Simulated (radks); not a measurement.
Task: Numerical settings for the gallium ion Ga+, [Ar] 3d10 4s2. Calculated with a radial shooting solver on a logarithmic mesh with Libxc functionals: Dirac Kohn-Sham, LDA (Slater exchange, Perdew-Wang correlation), spin-unpolarised, spherical densities, finite nucleus; Fermi nuclear charge, rms radius 3.9973 fm. The defaults (mesh step 0.008 in ln r, mesh end at 40 bohr or more with all orbitals vanishing there, Anderson mixing 0.5 over 9 steps, residual threshold near 1e-9 with the energy settled to 1e-9 hartree or 1e-11 of itself, here a cap of 88 iterations) give E = -1940.9758 hartree and 4s1/2 at -16.652 eV in 16 iterations. Run on one thread of a shared host, so times are rough (Arm Neoverse N1): 0.13 s of CPU time, 0.13 s wall, 16 iterations on 2259 mesh points. One setting is changed at a time: mesh step in ln r 0.08; mesh step in ln r 0.003; mesh step in ln r 0.02; mesh end (bohr) 400; mesh end (bohr) 12; residual threshold 0.001; residual threshold 1e-13; mixing 0.01; linear mixing, mixing 0.2; linear mixing, mixing 0.05; mixing history 3; iteration cap 8. Which runs fail to converge, and which converge to a wrong energy?

Result: Not converged within the cap: mesh step in ln r 0.08; linear mixing, mixing 0.05; iteration cap 8. No run marked as converged misses the energy by more than 1 mhartree.
